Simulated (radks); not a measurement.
Task: Neutral barium, [Xe] 6s2. All-electron calculation, non-relativistic Kohn-Sham, r2SCAN, spin-polarised, spherical densities, point nucleus; meta-GGA in the generalised Kohn-Sham scheme. Program: a radial shooting solver on a logarithmic mesh with Libxc functionals. Every spin shell is full or empty, so the densities are truly spherical. Functionals are evaluated on that one density, not self-consistently. Rank these exchange functionals by their error against the exact value of the orbitals, and give that value: LDA, revPBE, OPTX, AM05, G96, APBE, revTPSS, SCAN, MS2, Tao-Mo.

Result: Exact: -189.075 hartree. From best to worst, with 100 (|E| - |E exact|)/|E exact| (equal figures are ties): SCAN +0.13, APBE +0.28, revPBE -0.31, G96 +0.34, MS2 -0.62, Tao-Mo -0.83, revTPSS -0.95, OPTX +1.32, AM05 -4.37, LDA -4.66.
